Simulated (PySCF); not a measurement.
Species: CH$_{6}$FSi$_{2}$ (charge -1, singlet). It need not be the lowest isomer of its formula. Whether it binds its extra electron was not tested at this geometry. SMILES: [SiH3]C[SiH-]F
Geometry from a B3LYP-D3(BJ)/def2-TZVP (Ansatz) optimisation:
```
C
H 1 1.0958
H 1 1.0973 2 107.69
Si 1 1.8463 2 110.57 3 -118.68
H 4 1.4897 1 113.26 2 -69.03
H 4 1.4917 5 106.58 1 123.82
H 4 1.5049 5 104.50 6 110.34
Si 1 1.9950 2 109.68 3 116.44
F 8 1.7022 1 96.52 2 42.44
H 8 1.5563 9 97.07 1 93.80
```
Charge -1, spin multiplicity 1.

Dispersion corrections to the total energy (kcal/mol) from the dftd3 and dftd4 libraries through PySCF: D3(BJ) without and D4 with the three-body term, each with the damping fitted for the functional named.

```csv
functional,D3(BJ),D4
B3LYP,-9.32,…
PBE0,-4.54,…
TPSS,-6.56,-8.12
B2GP-PLYP,-4.22,-2.56
B2PLYP,…,-4.20
CAM-B3LYP,-4.35,-5.19
LC-wPBE,-5.11,-6.74
```

Fill in the missing entries.


- B3LYP, D4: -9.74
- PBE0, D4: -5.10
- B2PLYP, D3(BJ): -4.56
